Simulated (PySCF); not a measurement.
CH₈Ge₂, SMILES [CH3][GeH2][GeH3]. Geometry optimised at PBE0-D3(BJ)/def2-SVP. This is a generated structure with no PubChem entry under its InChIKey; it may be hypothetical.

Problem. Give the equilibrium geometry at PBE0-D3(BJ)/def2-SVP (PySCF confirms it by a frequency run) as a Z-matrix, and its point group. (Estimate from the structure and the level; the computed values follow.)

Solution. point group Cs.
```
Ge
H 1 1.5437
H 1 1.5437 2 107.81
C 1 1.9578 2 109.80 3 119.59
H 4 1.0994 1 110.33 2 -179.19
H 4 1.0994 5 108.59 1 121.03
H 4 1.0996 5 108.64 6 117.99
Ge 1 2.4233 2 109.28 3 -118.66
H 8 1.5404 1 111.40 2 58.87
H 8 1.5418 9 108.25 1 121.62
H 8 1.5418 9 108.25 10 116.76
```
Charge 0, spin multiplicity 1.
